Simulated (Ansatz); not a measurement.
A short molecular-dynamics run on C4H9F2Ga (`CC(C)[CH2][Ga]([F])[F]`).

```yaml
crystal:
  periodic: [false, false, false]
  atoms:
    - {symbol: C, position_ang: [-0.356928, -1.351356, -0.823984]}
    - {symbol: C, position_ang: [0.328867, -0.697607, 0.366088]}
    - {symbol: C, position_ang: [1.625406, -0.020692, -0.051904]}
    - {symbol: C, position_ang: [-0.603298, 0.274939, 1.082153]}
    - {symbol: Ga, position_ang: [-1.195956, 1.775197, -0.017237]}
    - {symbol: F, position_ang: [-2.290944, 3.020984, 0.540099]}
    - {symbol: F, position_ang: [-0.733666, 2.091855, -1.678215]}
    - {symbol: H, position_ang: [0.286785, -2.104343, -1.284387]}
    - {symbol: H, position_ang: [-1.287943, -1.842891, -0.529314]}
    - {symbol: H, position_ang: [-0.590069, -0.608065, -1.594826]}
    - {symbol: H, position_ang: [0.577957, -1.487346, 1.087473]}
    - {symbol: H, position_ang: [2.126574, 0.445171, 0.800734]}
    - {symbol: H, position_ang: [1.435210, 0.753883, -0.803305]}
    - {symbol: H, position_ang: [2.318920, -0.739124, -0.494896]}
    - {symbol: H, position_ang: [-1.512389, -0.222531, 1.434977]}
    - {symbol: H, position_ang: [-0.128516, 0.711926, 1.966544]}
basis:
  gaussian: {orbitals: "6-31G*"}
hamiltonian: {xc: {name: BLYP}, dispersion: d3bj}
md: {timestep: 0.5 fs, n_steps: 50, ensemble: nvt_nose_hoover, temperature: 1000, initial_velocities: maxwell_boltzmann, seed: 303}
```

```sh
$ ansatz run in.yaml --threads 8 --pin off --events-out ev --progress --plain --max-ram 20889MiB
```

```tsv
step	time (fs)	potential energy (eV)	kinetic (eV)	T (K)	conserved (eV)
0	0.0	-62101.1278	1.8096	1000	-62099.3181
1	0.5	-62101.0834	1.7662	976	-62099.3173
2	1.0	-62100.9831	1.6676	922	-62099.3155
3	1.5	-62100.8547	1.5414	852	-62099.3134
4	2.0	-62100.7305	1.4187	784	-62099.3118
5	2.5	-62100.6342	1.3228	731	-62099.3114
6	3.0	-62100.5727	1.2608	697	-62099.3120
7	3.5	-62100.5370	1.2240	676	-62099.3132
8	4.0	-62100.5096	1.1957	661	-62099.3141
9	4.5	-62100.4750	1.1608	641	-62099.3146
10	5.0	-62100.4253	1.1113	614	-62099.3144
11	5.5	-62100.3612	1.0479	579	-62099.3140
12	6.0	-62100.2897	0.9772	540	-62099.3133
13	6.5	-62100.2205	0.9087	502	-62099.3127
14	7.0	-62100.1638	0.8528	471	-62099.3121
15	7.5	-62100.1294	0.8191	453	-62099.3115
16	8.0	-62100.1262	0.8165	451	-62099.3112
17	8.5	-62100.1601	0.8506	470	-62099.3112
18	9.0	-62100.2310	0.9212	509	-62099.3117
19	9.5	-62100.3295	1.0188	563	-62099.3129
20	10.0	-62100.4371	1.1252	622	-62099.3145
21	10.5	-62100.5300	1.2172	673	-62099.3158
22	11.0	-62100.5870	1.2739	704	-62099.3166
23	11.5	-62100.5961	1.2837	709	-62099.3165
24	12.0	-62100.5593	1.2484	690	-62099.3155
25	12.5	-62100.4914	1.1824	653	-62099.3141
26	13.0	-62100.4145	1.1073	612	-62099.3127
27	13.5	-62100.3500	1.0442	577	-62099.3119
28	14.0	-62100.3109	1.0056	556	-62099.3119
29	14.5	-62100.2975	0.9921	548	-62099.3125
30	15.0	-62100.3000	0.9942	549	-62099.3134
31	15.5	-62100.3043	0.9983	552	-62099.3142
32	16.0	-62100.2985	0.9927	549	-62099.3145
33	16.5	-62100.2770	0.9720	537	-62099.3144
34	17.0	-62100.2411	0.9371	518	-62099.3139
35	17.5	-62100.1972	0.8945	494	-62099.3133
36	18.0	-62100.1548	0.8532	471	-62099.3127
37	18.5	-62100.1241	0.8238	455	-62099.3120
38	19.0	-62100.1151	0.8159	451	-62099.3115
39	19.5	-62100.1355	0.8371	463	-62099.3114
40	20.0	-62100.1875	0.8894	492	-62099.3117
41	20.5	-62100.2660	0.9678	535	-62099.3125
42	21.0	-62100.3576	1.0591	585	-62099.3137
43	21.5	-62100.4441	1.1454	633	-62099.3149
44	22.0	-62100.5078	1.2093	668	-62099.3156
45	22.5	-62100.5373	1.2399	685	-62099.3157
46	23.0	-62100.5312	1.2355	683	-62099.3152
47	23.5	-62100.4976	1.2038	665	-62099.3143
48	24.0	-62100.4502	1.1585	640	-62099.3134
49	24.5	-62100.4033	1.1133	615	-62099.3128
50	25.0	-62100.3660	1.0772	595	-62099.3126
```

Velocities are drawn at the set temperature; a run this short doesn't reach equilibrium.

Frames (Å, forces in eV/Å):

```xyz
16
time=0.0 fs
C    -0.357   -1.351   -0.824   -0.126   -0.135   -0.227
C     0.329   -0.698    0.366    0.028   -0.088    0.080
C     1.625   -0.021   -0.052    0.255    0.122   -0.079
C    -0.603    0.275    1.082   -0.075   -0.066    0.309
Ga   -1.196    1.775   -0.017    0.066   -0.208    0.205
F    -2.291    3.021    0.540   -0.448    0.508    0.230
F    -0.734    2.092   -1.678    0.230    0.063   -0.673
H     0.287   -2.104   -1.284    0.196   -0.249   -0.155
H    -1.288   -1.843   -0.529   -0.307   -0.155    0.072
H    -0.590   -0.608   -1.595   -0.079    0.223   -0.222
H     0.578   -1.487    1.087    0.068   -0.243    0.243
H     2.127    0.445    0.801    0.172    0.165    0.258
H     1.435    0.754   -0.803   -0.060    0.236   -0.214
H     2.319   -0.739   -0.495    0.235   -0.222   -0.141
H    -1.512   -0.223    1.435   -0.289   -0.120    0.075
H    -0.129    0.712    1.967    0.135    0.169    0.238
16
time=2.5 fs
C    -0.347   -1.377   -0.843   -0.800   -1.340    1.845
C     0.325   -0.693    0.382    0.044    0.938   -1.937
C     1.636   -0.044   -0.025   -0.181    0.070   -1.178
C    -0.615    0.269    1.064   -1.683   -0.936    0.928
Ga   -1.196    1.779   -0.016   -0.240    0.149   -0.688
F    -2.299    3.029    0.571   -0.107    0.194    0.065
F    -0.734    2.105   -1.716   -0.020   -0.080    0.266
H     0.350   -2.144   -1.202   -0.201   -0.126   -0.435
H    -1.319   -1.864   -0.508    0.907   -0.009   -0.133
H    -0.690   -0.726   -1.620    0.326    1.007   -0.858
H     0.613   -1.406    1.093    0.127   -1.826    1.387
H     2.159    0.481    0.718    0.768    0.685    1.931
H     1.503    0.693   -0.778   -0.771    1.277   -1.139
H     2.366   -0.653   -0.528    0.411   -1.282   -0.041
H    -1.520   -0.324    1.498    0.982    1.077   -0.724
H    -0.167    0.767    1.913    0.438    0.200    0.709
16
time=5.0 fs
C    -0.340   -1.409   -0.853   -0.775   -0.777    1.348
C     0.322   -0.686    0.390    0.984   -0.782   -0.878
C     1.647   -0.065   -0.003    1.760    2.292   -1.841
C    -0.634    0.260    1.050   -0.903   -0.193    1.772
Ga   -1.196    1.784   -0.016   -0.506    0.495   -1.374
F    -2.307    3.037    0.602    0.209   -0.104   -0.103
F    -0.734    2.118   -1.752   -0.208   -0.179    1.007
H     0.401   -2.190   -1.145   -0.704    0.292   -0.518
H    -1.301   -1.888   -0.493    0.861   -0.211   -0.046
H    -0.767   -0.793   -1.685    1.183    0.214    0.292
H     0.651   -1.416    1.164   -0.695   -0.431   -0.237
H     2.225    0.547    0.732   -0.540   -0.638    0.455
H     1.528    0.696   -0.808   -0.718    0.189    0.066
H     2.432   -0.636   -0.559   -0.594   -0.867    0.754
H    -1.477   -0.366    1.521    0.540    1.138   -0.708
H    -0.183    0.831    1.895    0.106   -0.438    0.010
16
time=7.5 fs
C    -0.337   -1.445   -0.857    0.134    0.296    0.749
C     0.323   -0.681    0.394    1.416   -1.878   -0.065
C     1.667   -0.076    0.009    2.056    3.288   -2.020
C    -0.656    0.249    1.044    1.431    1.478    1.066
Ga   -1.196    1.789   -0.017   -0.717    0.756   -1.781
F    -2.315    3.045    0.632    0.473   -0.353   -0.267
F    -0.735    2.130   -1.786   -0.329   -0.260    1.553
H     0.414   -2.221   -1.118   -0.549    0.241   -0.599
H    -1.238   -1.925   -0.480   -0.272   -0.628    0.279
H    -0.777   -0.844   -1.737    1.408   -0.193    0.999
H     0.650   -1.454    1.225   -1.013    0.626   -1.345
H     2.264    0.578    0.777   -1.200   -1.344   -0.539
H     1.513    0.713   -0.837   -0.278   -0.698    0.998
H     2.465   -0.670   -0.549   -1.057   -0.352    1.028
H    -1.409   -0.347    1.507   -1.403   -0.151    0.302
H    -0.192    0.870    1.881   -0.100   -0.827   -0.360
16
time=10.0 fs
C    -0.333   -1.479   -0.857    0.724    0.571    1.437
C     0.332   -0.686    0.396    0.864   -1.715   -0.371
C     1.695   -0.071    0.012   -0.015    2.147   -1.318
C    -0.673    0.246    1.044    2.016    1.427    0.089
Ga   -1.197    1.794   -0.020   -0.888    0.958   -1.961
F    -2.321    3.051    0.662    0.671   -0.541   -0.423
F    -0.737    2.141   -1.814   -0.395   -0.329    1.918
H     0.396   -2.240   -1.128    0.151   -0.225   -0.589
H    -1.188   -1.997   -0.451   -0.740   -0.489    0.219
H    -0.708   -0.903   -1.734    0.641    0.238    0.448
H     0.592   -1.462    1.213   -0.552    0.470   -1.005
H     2.237    0.536    0.796   -0.584   -0.702   -0.154
H     1.481    0.693   -0.813    0.177   -0.459    0.611
H     2.440   -0.728   -0.481   -0.395   -0.344    0.433
H    -1.418   -0.333    1.508   -1.786   -0.501    0.507
H    -0.205    0.863    1.849    0.110   -0.506    0.159
16
time=12.5 fs
C    -0.327   -1.511   -0.849    0.746   -0.623    2.704
C     0.344   -0.699    0.397   -0.399   -0.304   -1.762
C     1.724   -0.056    0.008   -2.280   -0.824   -0.409
C    -0.680    0.249    1.045   -0.045   -0.627    0.116
Ga   -1.199    1.800   -0.024   -0.962    1.121   -1.963
F    -2.325    3.057    0.690    0.801   -0.674   -0.563
F    -0.740    2.152   -1.837   -0.434   -0.379    2.138
H     0.385   -2.271   -1.170    0.403   -0.258   -0.221
H    -1.175   -2.094   -0.414    0.026    0.462   -0.469
H    -0.602   -0.946   -1.709   -0.452    0.994   -0.702
H     0.503   -1.447    1.147    0.368   -0.906    0.728
H     2.179    0.456    0.813    0.679    0.704    1.297
H     1.457    0.651   -0.758    0.315    0.764   -0.892
H     2.393   -0.808   -0.388    0.402   -0.371   -0.272
H    -1.520   -0.339    1.531    0.388    0.820   -0.695
H    -0.210    0.828    1.828    0.445    0.102    0.966
16
time=15.0 fs
C    -0.316   -1.546   -0.828    0.980   -0.522    1.068
C     0.354   -0.714    0.389   -1.254   -0.031   -1.640
C     1.742   -0.045    0.002   -2.026   -2.286    1.189
C    -0.687    0.249    1.046   -0.282   -0.818    0.379
Ga   -1.202    1.808   -0.030   -0.874    1.196   -1.803
F    -2.327    3.060    0.717    0.869   -0.757   -0.678
F    -0.744    2.161   -1.853   -0.462   -0.402    2.241
H     0.395   -2.313   -1.225    0.032    0.275    0.408
H    -1.164   -2.166   -0.401    0.272    0.937   -0.722
H    -0.518   -0.937   -1.715   -0.718    0.336    0.070
H     0.434   -1.481    1.119    0.847   -0.947    1.186
H     2.152    0.409    0.894    0.443    0.531    0.330
H     1.453    0.650   -0.750    0.537    0.966   -1.182
H     2.364   -0.904   -0.307    0.258    0.607   -0.398
H    -1.606   -0.303    1.517    1.287    0.973   -0.979
H    -0.193    0.794    1.858    0.092   -0.057    0.531
16
time=17.5 fs
C    -0.300   -1.583   -0.803    1.507    0.948   -1.273
C     0.359   -0.730    0.373   -1.486   -1.382    0.446
C     1.750   -0.044    0.002   -1.653   -1.402    1.711
C    -0.694    0.246    1.049    1.410    0.224    0.311
Ga   -1.205    1.816   -0.037   -0.636    1.192   -1.565
F    -2.325    3.060    0.742    0.879   -0.788   -0.760
F    -0.750    2.169   -1.862   -0.481   -0.394    2.237
H     0.408   -2.341   -1.257   -0.110    0.486    0.735
H    -1.141   -2.187   -0.429   -0.376    0.509   -0.278
H    -0.476   -0.909   -1.715   -0.643   -0.638    1.073
H     0.413   -1.560    1.152    0.880    0.900   -0.249
H     2.151    0.392    0.990   -0.238   -0.087   -1.534
H     1.483    0.697   -0.802    0.987   -0.467    0.411
H     2.351   -0.965   -0.250    0.140    1.322   -0.460
H    -1.624   -0.214    1.450    0.324   -0.005   -0.326
H    -0.171    0.756    1.917   -0.504   -0.418   -0.479
16
time=20.0 fs
C    -0.277   -1.615   -0.783    1.234    1.948   -1.671
C     0.356   -0.752    0.360   -1.225   -1.346    1.552
C     1.749   -0.050    0.010   -1.737   -0.646    1.121
C    -0.694    0.244    1.053    3.112    0.833   -0.648
Ga   -1.209    1.825   -0.046   -0.310    1.125   -1.303
F    -2.321    3.058    0.764    0.838   -0.775   -0.809
F    -0.758    2.175   -1.863   -0.507   -0.360    2.137
H     0.417   -2.343   -1.247    0.268    0.029    0.499
H    -1.140   -2.178   -0.472   -0.847   -0.053    0.225
H    -0.472   -0.914   -1.659   -0.509   -0.607    0.652
H     0.445   -1.593    1.176    0.700    1.471   -0.728
H     2.139    0.373    1.005   -0.254   -0.010   -1.464
H     1.567    0.722   -0.835    0.706   -1.094    1.157
H     2.349   -0.953   -0.221    0.482    0.815   -0.580
H    -1.629   -0.126    1.364   -1.428   -1.100    0.457
H    -0.176    0.695    1.953   -0.525   -0.230   -0.597
16
time=22.5 fs
C    -0.248   -1.639   -0.771   -0.591    1.143   -0.262
C     0.347   -0.780    0.353   -0.479    0.094    1.432
C     1.740   -0.060    0.024   -1.941   -1.074   -0.244
C    -0.681    0.245    1.054    0.672   -0.376   -1.452
Ga   -1.213    1.836   -0.056    0.020    0.960   -0.957
F    -2.315    3.054    0.784    0.764   -0.726   -0.830
F    -0.767    2.181   -1.858   -0.530   -0.308    1.942
H     0.442   -2.345   -1.209    0.622   -0.520    0.028
H    -1.181   -2.169   -0.505    0.177    0.063    0.272
H    -0.498   -0.951   -1.569   -0.371    0.341   -0.835
H     0.517   -1.545    1.161    0.422    0.612   -0.042
H     2.114    0.357    0.942    0.344    0.674    0.566
H     1.692    0.687   -0.806   -0.100   -0.363    0.419
H     2.376   -0.896   -0.226    0.815   -0.229   -0.513
H    -1.699   -0.095    1.298    0.150   -0.648    0.107
H    -0.210    0.623    1.958    0.029    0.357    0.370
16
time=25.0 fs
C    -0.222   -1.656   -0.760   -1.618    0.148   -0.087
C     0.336   -0.808    0.354    0.280    2.048    0.577
C     1.721   -0.075    0.036   -0.716   -2.132   -0.507
C    -0.664    0.244    1.048   -1.447   -1.107   -1.704
Ga   -1.218    1.847   -0.067    0.276    0.666   -0.509
F    -2.306    3.047    0.801    0.671   -0.644   -0.822
F    -0.777    2.186   -1.847   -0.517   -0.232    1.639
H     0.500   -2.372   -1.167    0.044   -0.127   -0.026
H    -1.213   -2.157   -0.522    1.048   -0.005    0.326
H    -0.546   -0.971   -1.524    0.090    0.505   -1.250
H     0.616   -1.464    1.147    0.218   -0.837    1.159
H     2.108    0.378    0.908    0.453    0.707    1.476
H     1.811    0.634   -0.757   -0.814    0.937   -0.989
H     2.447   -0.846   -0.259    0.142   -0.312    0.112
H    -1.762   -0.104    1.241    1.697   -0.144   -0.071
H    -0.244    0.570    1.982    0.194    0.525    0.674
```

Run time 120 s (8 threads of an AMD EPYC on a shared host); peak host memory 0.66 GiB.
